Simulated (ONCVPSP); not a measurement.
## Pseudopotential generation for nickel: ONCV, LDA (Perdew-Zunger), fully relativistic.

- Element: nickel
- Generator: ONCVPSP 4.0.1
- Type: optimised norm-conserving Vanderbilt (ONCV)
- Functional: LDA (Perdew-Zunger)
- Relativity: fully relativistic
- Frozen core: [Ne]
- Valence charge: 18
- Reference configuration: 3s2 3p6 3d8 4s2
- Partial waves: 3s+4s: rc 1.10 bohr, ncon 4, nbas 9, qcut 12.8 1/bohr, 2 projectors; 3p: rc 0.75 bohr, ncon 3, nbas 7, qcut 9.7 1/bohr, 2 projectors, debl 0.4 Ha; 3d: rc 1.00 bohr, ncon 4, nbas 9, qcut 19.1 1/bohr, 2 projectors, debl 0.7 Ha
- Local potential: polynomial inside 0.50 bohr (lpopt 5, dvloc0 1 Ha)
- Core correction: none

Open shells are filled in proportion to 2j + 1.

In the p channel the program set the typed energies aside and used -2.591, 0.250 Ha (j = l + 1/2; the other j can differ).

All-electron outer shells of the reference configuration (LDA (Perdew-Zunger), scalar-relativistic, ld1.x):

```csv
shell,level (eV),outermost node (bohr),outermost maximum (bohr)
2p,-844.17,–,0.16
3s,-110.50,0.30,0.64
3p,-71.26,0.27,0.65
3d,-9.14,–,0.63
4s,-5.87,0.92,2.21
```

What the tests gave:

```
Cutoffs needed           : 115 Ha and 276 Ha (the cutoffs (Ha) at which the residual kinetic energy of the hardest occupied pseudo-wave falls to 1 and 0.1 mHa per electron)
Ghost test               : no bound ghost flagged; GHOST(+) flagged for s at 342.8 eV
Largest excitation error : +5.2 meV (all-electron minus pseudo) for 3s2 3p6 3d7 4s2 4p1, out of 4 test configurations
```

Generation and tests took about 5.6 s on one core of a shared server CPU.
